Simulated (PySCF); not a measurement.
Cartesian coordinates (Å):
```xyz
15

Ta     0.5121    -0.3350     0.3226
O     -0.2613    -1.0750     1.9197
H     -1.0720    -1.2674     2.4107
O      0.9148     0.5144    -1.3368
H      0.6519     0.9349    -2.1663
O      1.6966    -1.8359     0.0364
H      1.6626    -2.6003     0.6383
C     -1.5919    -0.2173    -0.3611
H     -1.7168    -0.2387    -1.4590
H     -1.9317     0.7841    -0.0107
H     -2.2693    -0.9680     0.0854
C      1.2528     1.3868     1.4444
H      2.1067     1.8806     0.9466
H      1.5305     1.1313     2.4829
H      0.4139     2.1148     1.4854
```
Charge 0, multiplicity 1.

**Question.** Give the LUMO, HOMO–LUMO gap and total energy at the level TPSSh-D3(BJ)/def2-TZVP // TPSS-D3(BJ)/def2-SVP in PySCF.

**Answer.** 
- LUMO = -1.01 eV
- HOMO–LUMO gap = 5.45 eV
- total energy = -364.6342 Ha
